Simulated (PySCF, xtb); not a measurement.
CH8O2Si3, SMILES C[Si@@H]1[Si@H]([SiH2]O1)O.

GFN2-xTB (xtb 6.7.1) at its own geometry gives an orbital gap of 3.51 eV and a dipole moment of 1.37 D.

Geometry: B3LYP-D3(BJ)/def2-SVP. The structure was generated by enumeration; whether it is a known compound was not checked. The values are those of a single conformer.

Question: What does PySCF with PBE/def2-TZVP give? (Estimate from the structure and the level; the computed values follow.)

Answer: gap 3.88 eV (levels -5.76 and -1.89 eV), dipole 0.95 D.
